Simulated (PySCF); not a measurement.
## Ionisation energy of Ga⁹⁺ by level of theory

Ga⁹⁺ [Ar] 3d4 (5D) → Ga¹⁰⁺ [Ar] 3d3 (4F), as a difference of total energies. All numbers are calculated (PySCF 2.14, scalar relativity by spin-free X2C-1e, in an even-tempered Gaussian basis (20 s from 0.49 bohr⁻², ratio 2.5; 13 p from 0.64 bohr⁻², ratio 2.5; 9 d from 0.64 bohr⁻², ratio 2.5; 4 f from 2.9 bohr⁻², ratio 2.7; 4 g from 4.3 bohr⁻², ratio 2.7)). Correlated levels: outer shells: [Ne] frozen; virtual orbitals above 40 to 60 times the deepest correlated orbital energy dropped. The calculations carry no spin-orbit coupling.

```csv
method,ionisation energy (eV)
UHF,243.52
MP2 (outer shells),244.56
SCS-MP2 (outer shells),244.16
CCSD (outer shells),244.36
CCSD(T) (outer shells),244.35
```

How much does correlation contribute at CCSD(T) (outer shells)?

244.35 − (243.52) = 0.83 eV, measured against UHF.

The reference lies between the lowest fine-structure levels, while these numbers refer to the centres of the terms.

For comparison: 244 ± 2.5 eV (theoretical estimate listed by NIST; NIST Atomic Spectra Database, ionization energies).
